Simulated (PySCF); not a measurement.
Species: salicylaldehyde, C7H6O2.
Structure used (PBE0-D3(BJ)/def2-SVP), in Å, numbered top down from 1:
```xyz
15
C7H6O2 angstrom
O      2.714   -0.188   -0.661
C      1.767   -0.963   -0.657
C      0.414   -0.588   -0.293
C     -0.628   -1.532   -0.312
C     -1.917   -1.169    0.034
C     -2.171    0.161    0.408
C     -1.164    1.112    0.437
C      0.148    0.755    0.086
O      1.104    1.666    0.116
H      1.922   -2.029   -0.945
H     -0.398   -2.559   -0.608
H     -2.725   -1.902    0.019
H     -3.187    0.456    0.683
H     -1.359    2.146    0.726
H      1.942    1.215   -0.162
```

The closed-shell ground state was solved at several levels (PySCF, density fitting, gas phase, non-relativistic).

| level | basis functions | total energy (Eh) | HOMO (eV) | LUMO (eV) | gap (eV) | dipole (D) |
| --- | --- | --- | --- | --- | --- | --- |
| wB97X-D/def2-SVPD | 234 | -420.3778 | -8.69 | -0.44 | 8.25 | 3.19 |
| PBE0/pcSseg-1 | 183 | -420.2858 | -6.93 | -2.09 | 4.84 | 3.05 |
| B3LYP/pcJ-1 | 303 | -420.8244 | -6.70 | -2.25 | 4.45 | 3.07 |

What might KT2/pcSseg-1 (183 basis functions) give for the same quantities?

Total energy -427.8062 Eh, HOMO -5.95 eV, LUMO -2.89 eV, gap 3.06 eV, dipole 2.81 D.

Over all these levels, which gives the widest orbital gap and which the narrowest?

wB97X-D/def2-SVPD (range-separated hybrid) has the widest, 8.25 eV, and KT2/pcSseg-1 (GGA) the narrowest, 3.06 eV. Functional and basis both differ between the two, so the spread mixes both effects.

How far do the dipole and the HOMO energy spread over the levels?

The dipole runs from 2.81 to 3.19 D (mean 3.03 D) and the HOMO from -8.69 to -5.95 eV.

One conformer stands for the species.

Note: wB97X-D ran without an empirical dispersion term, which enters the total energy and its gradient alone.
